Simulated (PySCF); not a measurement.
## Working out the excitation energy of S

S [Ne] 3s2 3p4 (3P) → S [Ne] 3s1 3p4 3d1 (high-spin determinant). All numbers are calculated (PySCF 2.14, the non-relativistic Hamiltonian (point nucleus), in aug-cc-pV(T+d)Z (6s5p4d2f, 55 functions)). Frozen: [Ne]. Energies in hartree (1 hartree = 27.21139 eV):

```tsv
part	S (lower)	S (upper)
UHF	-397.509982	-396.835844
CCSD correlation	-0.142152	-0.140446
(T)	-0.005143	-0.011775
```

Question: What does Hartree-Fock give?

Answer: (-396.835844) − (-397.509982) = 0.674138 hartree = 18.344 eV.

Question: What do CCSD and CCSD(T) give?

Answer: The CCSD correlation energies differ by 0.001706 hartree = 0.046 eV and the triples by -0.006632 hartree = -0.180 eV, so CCSD gives 18.390 eV and CCSD(T) 18.210 eV.

One determinant mixes LS terms, so it does not stand for a single term.

The upper state lies above the first ionisation limit, where it may autoionise and the basis confines it.

The coupled-cluster amplitudes are large, so a single reference is strained.
